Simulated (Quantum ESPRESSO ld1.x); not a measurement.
Results of a calculation; reference values are marked as such.
All-electron atom: the calcium ion Ca6+ in [Ne] 3s2 3p2. Level of theory: scalar-relativistic Kohn-Sham, PBE, spin-unpolarised, spherical densities, point nucleus (ld1.x of Quantum ESPRESSO 7.5). Some entries of the table are withheld. Estimate them.

| orbital | occ. | eigenvalue (eV) | r(max) (bohr) |
|---|---|---|---|
| 1s | 2 | -4062.16 | 0.05028 |
| 2s | 2 | -521.233 | (1) |
| 2p | 6 | -442.325 | 0.2457 |
| 3s | 2 | (2) | 0.9430 |
| 3p | 2 | -115.807 | 0.9645 |

Answer. 
(1) 2s r(max) (bohr): 0.2992
(2) 3s eigenvalue (eV): -136.687
